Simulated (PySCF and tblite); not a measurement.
The numbers below are computed, except where a source is named.
2 E/Z isomers of C5H2N2O2, numbered alike:

```tsv
isomer	SMILES	descriptors
A	[N:1]#[C:2]/[CH:3]=[C:4](/[C:5]#[N:6])[C:7](=[O:8])[OH:9]	3=4 Z
B	[N:1]#[C:2]/[CH:3]=[C:4](\[C:5]#[N:6])[C:7](=[O:8])[OH:9]	3=4 E
```

Each isomer is a Boltzmann average at 298.15 K over at most 6 conformers: GFN2-xTB geometries, energies PBE0/def2-SVP (IEF-PCM, methanol) (D3(BJ) added where defined), GFN2-xTB thermal terms. Programs: PySCF with density fitting and tblite.

Question: Rank the isomers by free energy at 298.15 K.

Answer: 
| isomer | ΔG (kcal/mol) | ΔE, lowest conformer | conformers | largest weight % | rms dipole (D) |
| --- | --- | --- | --- | --- | --- |
| B | 0.0 | 0.0 | 2 | 73 | 6.12 |
| A | 0.9 | 0.8 | 2 | 96 | 1.68 |

Question: If they could interconvert freely, what would the mixture hold (chiral isomers as racemates)?

Answer: B 83 %, A 17 %. A racemate gains RT ln 2.

The minima are those of GFN2-xTB; planar forms about aryl–S or allylic bonds may be saddles in DFT.
